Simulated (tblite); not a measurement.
Record of a relaxation.

C₆H₁₀OSi.
Atom-mapped SMILES: `[CH2:1]=[C:2]([C:3]#[C:4][SiH2:5][CH3:6])[CH2:7][OH:8]` (hydrogens: H9, H10 on C1; H11, H12 on Si5; H13, H14, H15 on C6; H16, H17 on C7; H18 on O8)

Computed with GFN2-xTB (tblite), gas phase: L-BFGS steps from a force-field or distance-geometry start until the largest atomic force falls under 0.01 eV/Å. 8 of its 88 geometries are shown.

Step 0: E = -642.9615 eV, largest atomic force 2.549 eV/Å
```
atom  x, y, z in Å  |  force x, y, z in eV/Å
C1     -2.253   -0.187    1.554   -0.271   0.246  -0.595
C2     -1.887    0.080    0.284    0.504  -0.800   1.327
C3     -0.490   -0.046   -0.041   -2.508   0.356   0.280
C4      0.662   -0.131   -0.339    2.152  -0.169  -0.485
Si5     2.475   -0.296   -0.753   -0.717   0.299  -1.537
C6      3.511   -0.651    0.726    0.662  -0.087   1.192
C7     -2.872    0.455   -0.783   -0.031   0.443   0.038
O8     -2.712    1.825   -1.136   -0.159  -0.211   0.077
H9     -3.297   -0.115    1.859    0.372  -0.041  -0.122
H10    -1.548   -0.466    2.324   -0.038   0.077  -0.199
H11     2.938    0.964   -1.397   -0.188  -0.158   0.164
H12     2.653   -1.383   -1.755   -0.159   0.166   0.227
H13     4.567   -0.736    0.467   -0.135  -0.026   0.005
H14     3.431    0.146    1.470    0.013  -0.160  -0.056
H15     3.212   -1.580    1.207    0.059   0.020   0.052
H16    -3.909    0.311   -0.434    0.362   0.223  -0.032
H17    -2.726   -0.160   -1.670    0.101  -0.260  -0.257
H18    -1.764    1.975   -1.236   -0.020   0.084  -0.076
```

Step 12: E = -643.0985 eV, largest atomic force 0.091 eV/Å
```
atom  x, y, z in Å  |  force x, y, z in eV/Å
C1     -2.256   -0.197    1.560   -0.006   0.023   0.030
C2     -1.866    0.037    0.309    0.014  -0.021   0.011
C3     -0.499   -0.058   -0.057   -0.010   0.034   0.012
C4      0.670   -0.123   -0.362    0.002  -0.020   0.021
Si5     2.462   -0.283   -0.800   -0.032   0.003   0.023
C6      3.502   -0.649    0.747    0.004   0.005   0.005
C7     -2.833    0.453   -0.777    0.043   0.018   0.015
O8     -2.695    1.818   -1.114   -0.004  -0.017  -0.015
H9     -3.289   -0.122    1.848   -0.041  -0.002   0.008
H10    -1.552   -0.460    2.330    0.029  -0.040   0.021
H11     2.885    0.990   -1.398    0.000   0.013  -0.013
H12     2.590   -1.388   -1.757   -0.006  -0.008  -0.024
H13     4.552   -0.738    0.475   -0.022  -0.002   0.031
H14     3.422    0.142    1.489   -0.021  -0.012  -0.035
H15     3.208   -1.580    1.227   -0.020   0.031  -0.037
H16    -3.863    0.340   -0.424    0.076  -0.008  -0.049
H17    -2.684   -0.185   -1.665   -0.002   0.067   0.022
H18    -1.765    2.009   -1.282   -0.005  -0.067  -0.024
```

Step 25: E = -643.1081 eV, largest atomic force 0.055 eV/Å
```
atom  x, y, z in Å  |  force x, y, z in eV/Å
C1     -2.263   -0.209    1.584    0.001  -0.001   0.026
C2     -1.856    0.037    0.340    0.000   0.028   0.047
C3     -0.488   -0.053   -0.015   -0.001  -0.029   0.001
C4      0.674   -0.129   -0.341   -0.004   0.016  -0.014
Si5     2.454   -0.276   -0.820   -0.002   0.007  -0.028
C6      3.478   -0.641    0.735   -0.018   0.003  -0.013
C7     -2.795    0.461   -0.767    0.004  -0.016  -0.004
O8     -2.651    1.823   -1.102    0.011  -0.007  -0.024
H9     -3.297   -0.131    1.867   -0.025  -0.008  -0.026
H10    -1.566   -0.492    2.353    0.013  -0.010   0.025
H11     2.859    1.004   -1.419    0.007  -0.023  -0.003
H12     2.562   -1.379   -1.786    0.015   0.028   0.009
H13     4.533   -0.737    0.498   -0.001  -0.001  -0.010
H14     3.375    0.152    1.470   -0.003   0.010   0.011
H15     3.159   -1.568    1.205    0.001  -0.012   0.012
H16    -3.832    0.339   -0.446   -0.009   0.022   0.015
H17    -2.620   -0.172   -1.650   -0.006  -0.014  -0.033
H18    -1.735    1.978   -1.357    0.017   0.008   0.010
```

Step 37: E = -643.1117 eV, largest atomic force 0.039 eV/Å
```
atom  x, y, z in Å  |  force x, y, z in eV/Å
C1     -2.278   -0.218    1.601    0.010   0.006  -0.014
C2     -1.851    0.039    0.366    0.005   0.016   0.003
C3     -0.482   -0.050    0.012   -0.016  -0.011  -0.002
C4      0.668   -0.117   -0.360   -0.001   0.012   0.017
Si5     2.449   -0.265   -0.838   -0.033   0.006  -0.007
C6      3.452   -0.634    0.727    0.015  -0.002   0.006
C7     -2.774    0.461   -0.758    0.000  -0.018   0.015
O8     -2.605    1.812   -1.126    0.021  -0.028   0.017
H9     -3.320   -0.147    1.863    0.002   0.004  -0.026
H10    -1.599   -0.508    2.385    0.014  -0.001  -0.013
H11     2.868    1.006   -1.442   -0.002   0.020   0.006
H12     2.573   -1.359   -1.809   -0.006  -0.017  -0.004
H13     4.508   -0.732    0.495    0.033  -0.002   0.001
H14     3.349    0.157    1.464   -0.010   0.020   0.002
H15     3.132   -1.561    1.196   -0.017  -0.015  -0.005
H16    -3.814    0.366   -0.438   -0.011   0.016  -0.017
H17    -2.604   -0.194   -1.628   -0.021  -0.003   0.017
H18    -1.681    1.951   -1.362    0.016  -0.002   0.005
```

Step 50: E = -643.1149 eV, largest atomic force 0.034 eV/Å
```
atom  x, y, z in Å  |  force x, y, z in eV/Å
C1     -2.289   -0.232    1.607   -0.005   0.016   0.020
C2     -1.849    0.031    0.379   -0.025  -0.007   0.000
C3     -0.480   -0.052    0.026   -0.008   0.006   0.010
C4      0.668   -0.093   -0.353   -0.022  -0.015  -0.006
Si5     2.441   -0.246   -0.854    0.016  -0.002   0.010
C6      3.436   -0.625    0.715    0.003   0.002   0.005
C7     -2.763    0.458   -0.750   -0.007   0.016  -0.010
O8     -2.526    1.787   -1.157    0.020   0.011   0.001
H9     -3.335   -0.160    1.850   -0.004  -0.003   0.002
H10    -1.623   -0.520    2.402    0.023  -0.016  -0.020
H11     2.858    1.030   -1.448    0.000   0.003  -0.008
H12     2.554   -1.345   -1.821   -0.006   0.008  -0.012
H13     4.497   -0.727    0.501   -0.008   0.008  -0.010
H14     3.321    0.169    1.448    0.016  -0.017   0.017
H15     3.101   -1.551    1.174    0.008   0.012   0.012
H16    -3.805    0.428   -0.426    0.000  -0.011  -0.001
H17    -2.630   -0.229   -1.601   -0.014  -0.011   0.007
H18    -1.584    1.884   -1.342    0.012   0.000  -0.017
```

Step 62: E = -643.1175 eV, largest atomic force 0.040 eV/Å
```
atom  x, y, z in Å  |  force x, y, z in eV/Å
C1     -2.300   -0.247    1.615   -0.002   0.009  -0.007
C2     -1.864    0.024    0.388    0.013  -0.004   0.002
C3     -0.494   -0.059    0.039   -0.003  -0.004  -0.002
C4      0.652   -0.093   -0.348    0.026   0.003  -0.002
Si5     2.426   -0.227   -0.850   -0.020   0.006  -0.023
C6      3.427   -0.613    0.714    0.006  -0.006  -0.013
C7     -2.759    0.469   -0.747    0.001  -0.007   0.009
O8     -2.439    1.764   -1.198   -0.020   0.025  -0.012
H9     -3.343   -0.174    1.867   -0.017  -0.005   0.010
H10    -1.623   -0.550    2.396   -0.010  -0.014   0.010
H11     2.838    1.050   -1.449   -0.005   0.013   0.020
H12     2.528   -1.309   -1.837    0.016  -0.013   0.012
H13     4.484   -0.716    0.489    0.024   0.001  -0.005
H14     3.322    0.174    1.456   -0.004  -0.002  -0.003
H15     3.094   -1.541    1.168    0.003  -0.005   0.018
H16    -3.800    0.509   -0.423   -0.022   0.000   0.016
H17    -2.670   -0.255   -1.575   -0.014  -0.005  -0.002
H18    -1.488    1.800   -1.356    0.026   0.008  -0.030
```

Step 75: E = -643.1216 eV, largest atomic force 0.047 eV/Å
```
atom  x, y, z in Å  |  force x, y, z in eV/Å
C1     -2.320   -0.274    1.615   -0.003   0.005   0.010
C2     -1.880    0.026    0.395   -0.001   0.000   0.006
C3     -0.511   -0.070    0.048    0.001  -0.012  -0.006
C4      0.635   -0.106   -0.340    0.006  -0.010   0.021
Si5     2.411   -0.213   -0.836    0.044  -0.007   0.014
C6      3.442   -0.606    0.707    0.007  -0.001  -0.005
C7     -2.767    0.500   -0.735    0.002  -0.004   0.029
O8     -2.357    1.739   -1.264   -0.011   0.016  -0.007
H9     -3.360   -0.188    1.881    0.012  -0.007  -0.030
H10    -1.645   -0.617    2.383   -0.023   0.009  -0.011
H11     2.796    1.090   -1.392    0.001   0.002  -0.027
H12     2.543   -1.286   -1.829   -0.006   0.007  -0.023
H13     4.496   -0.702    0.458   -0.009   0.013   0.005
H14     3.348    0.183    1.449    0.007  -0.041   0.008
H15     3.127   -1.538    1.168   -0.005   0.033   0.009
H16    -3.790    0.644   -0.385   -0.027   0.009   0.022
H17    -2.769   -0.270   -1.526    0.003   0.001  -0.008
H18    -1.410    1.693   -1.449    0.001  -0.014  -0.009
```

Step 87: E = -643.1239 eV, largest atomic force 0.009 eV/Å
```
atom  x, y, z in Å  |  force x, y, z in eV/Å
C1     -2.335   -0.289    1.611   -0.001  -0.008  -0.002
C2     -1.882    0.026    0.401   -0.003   0.001   0.001
C3     -0.512   -0.079    0.056   -0.002  -0.002   0.001
C4      0.638   -0.122   -0.318   -0.005   0.008   0.000
Si5     2.413   -0.203   -0.828   -0.002   0.000  -0.001
C6      3.455   -0.599    0.706    0.001   0.001   0.000
C7     -2.770    0.522   -0.720    0.001   0.000  -0.003
O8     -2.311    1.720   -1.300    0.003   0.006  -0.001
H9     -3.378   -0.198    1.861    0.002   0.002   0.000
H10    -1.677   -0.654    2.381    0.000   0.002  -0.001
H11     2.773    1.108   -1.385    0.006   0.000  -0.002
H12     2.549   -1.258   -1.841   -0.003  -0.003   0.001
H13     4.507   -0.692    0.451    0.001   0.001   0.003
H14     3.365    0.182    1.456    0.001  -0.002   0.002
H15     3.143   -1.533    1.165    0.004   0.000  -0.002
H16    -3.774    0.731   -0.344    0.006  -0.001   0.001
H17    -2.839   -0.269   -1.488   -0.001   0.000   0.003
H18    -1.375    1.614   -1.514   -0.007  -0.003   0.000
```

Question: Summarise the path.

Answer: The energy falls by 0.1624 eV from step 0 to step 87; nine tenths of that is first reached at step 24. It rises by more than 0.2 meV at step 1. The largest force goes from 2.549 to 0.009 eV/Å. Among the bonds Si5–C6 changes most, from 1.839 to 1.896 Å; the atoms move by 0.245 Å rms after alignment.

Question: Follow the three bonds and two angles with the largest change from start to end.

Answer: 
| step | E above end (eV) | largest force (eV/Å) | Si5–C6 (Å) | C2–C3 (Å) | Si5–H12 (Å) | C3–C2–C7 (°) | C1–C2–C3 (°) |
| --- | --- | --- | --- | --- | --- | --- | --- |
| 0 | 0.1624 | 2.549 | 1.839 | 1.440 | 1.490 | 119.9 | 117.3 |
| 4 | 0.0475 | 0.215 | 1.894 | 1.423 | 1.466 | 117.7 | 119.8 |
| 8 | 0.0319 | 0.117 | 1.899 | 1.420 | 1.472 | 116.4 | 121.1 |
| 11 | 0.0264 | 0.103 | 1.898 | 1.419 | 1.470 | 116.7 | 120.9 |
| 15 | 0.0227 | 0.082 | 1.899 | 1.416 | 1.468 | 116.4 | 121.0 |
| 19 | 0.0188 | 0.078 | 1.896 | 1.416 | 1.469 | 115.9 | 121.1 |
| 23 | 0.0165 | 0.058 | 1.900 | 1.416 | 1.469 | 115.9 | 121.1 |
| 26 | 0.0154 | 0.056 | 1.896 | 1.416 | 1.470 | 115.6 | 121.3 |
| 30 | 0.0142 | 0.034 | 1.897 | 1.416 | 1.468 | 115.3 | 121.4 |
| 34 | 0.0133 | 0.040 | 1.897 | 1.415 | 1.470 | 115.2 | 121.4 |
| 38 | 0.0120 | 0.035 | 1.897 | 1.417 | 1.468 | 114.9 | 122.1 |
| 42 | 0.0110 | 0.040 | 1.898 | 1.416 | 1.470 | 114.7 | 122.4 |
| 45 | 0.0104 | 0.041 | 1.896 | 1.416 | 1.469 | 114.6 | 122.4 |
| 49 | 0.0093 | 0.045 | 1.896 | 1.416 | 1.467 | 114.6 | 122.5 |
| 53 | 0.0084 | 0.057 | 1.896 | 1.417 | 1.470 | 114.2 | 122.5 |
| 57 | 0.0074 | 0.040 | 1.898 | 1.416 | 1.468 | 114.3 | 122.2 |
| 61 | 0.0065 | 0.029 | 1.896 | 1.416 | 1.468 | 114.0 | 122.2 |
| 64 | 0.0060 | 0.036 | 1.897 | 1.417 | 1.469 | 113.8 | 122.1 |
| 68 | 0.0046 | 0.055 | 1.897 | 1.417 | 1.469 | 113.8 | 122.1 |
| 72 | 0.0030 | 0.039 | 1.895 | 1.416 | 1.468 | 113.7 | 122.0 |
| 76 | 0.0018 | 0.035 | 1.896 | 1.416 | 1.468 | 113.9 | 121.9 |
| 79 | 0.0009 | 0.038 | 1.895 | 1.416 | 1.469 | 114.3 | 122.0 |
| 83 | 0.0001 | 0.013 | 1.896 | 1.416 | 1.469 | 114.3 | 122.1 |
| 87 | 0.0000 | 0.009 | 1.896 | 1.416 | 1.468 | 114.3 | 122.2 |

The cost below is that of the whole relaxation. Hardware: one thread of an Arm Neoverse V2 (shared host). Cost: 0.56 s of wall time.
